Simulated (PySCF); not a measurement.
# Correlation energy of Be (beryllium, neutral)

[He] 2s2, closed-shell 1S. All numbers are calculated (PySCF 2.14, the non-relativistic Hamiltonian (point nucleus), in cc-pVTZ (4s3p2d1f, 30 functions)). Frozen: 1s2; 2 electrons correlated.

Total MP2 correlation energy: -28.18 mhartree.

Same-spin part 0.00 and opposite-spin part -28.18 mhartree; SCS-MP2 scales them by 1/3 and 6/5 to -33.81 mhartree.

With two correlated electrons CCSD is exact within the correlated space (frozen core and kept virtual orbitals).

| level | correlation energy (mhartree) |
| --- | --- |
| CCSD | -45.55 |

Diagnostics: T1 = 0.020, D1 = 0.0278, largest double amplitude 0.129.

Cost of the coupled-cluster step: 0.14 s of wall time on 1 thread of Neoverse-N1 (shared host), for 2 correlated electrons.

Iterations:

```
CC2 = 0
CCSD nocc = 1, nmo = 29
frozen orbitals [0]
max_cycle = 100
direct = 0
conv_tol = 1e-08
conv_tol_normt = 1e-06
diis_space = 8
diis_start_cycle = 0
Init t2, MP2 energy = -14.6010485939592  E_corr(MP2) -0.0281751257129457
Init E_corr(CCSD) = -0.0281751257130737
cycle = 1  E_corr(CCSD) = -0.0362632715125484  dE = -0.0080881458  norm(t1,t2) = 0.0630394
cycle = 2  E_corr(CCSD) = -0.0403707309206599  dE = -0.00410745941  norm(t1,t2) = 0.0352883
cycle = 3  E_corr(CCSD) = -0.0456256431676295  dE = -0.00525491225  norm(t1,t2) = 0.0203891
cycle = 4  E_corr(CCSD) = -0.0455039215674742  dE = 0.0001217216  norm(t1,t2) = 0.00111974
cycle = 5  E_corr(CCSD) = -0.0456116966978014  dE = -0.00010777513  norm(t1,t2) = 0.000256207
cycle = 6  E_corr(CCSD) = -0.0455589915515282  dE = 5.27051463e-05  norm(t1,t2) = 0.000232948
cycle = 7  E_corr(CCSD) = -0.045553907622939  dE = 5.08392859e-06  norm(t1,t2) = 2.08385e-05
cycle = 8  E_corr(CCSD) = -0.0455539268933904  dE = -1.92704514e-08  norm(t1,t2) = 1.98787e-06
cycle = 9  E_corr(CCSD) = -0.045553986624557  dE = -5.97311667e-08  norm(t1,t2) = 4.48672e-07
cycle = 10  E_corr(CCSD) = -0.0455540352055195  dE = -4.85809625e-08  norm(t1,t2) = 1.90688e-07
cycle = 11  E_corr(CCSD) = -0.0455540323102792  dE = 2.89524037e-09  norm(t1,t2) = 1.24681e-08
CCSD converged
E(CCSD) = -14.61842750055649  E_corr = -0.04555403231027917
```
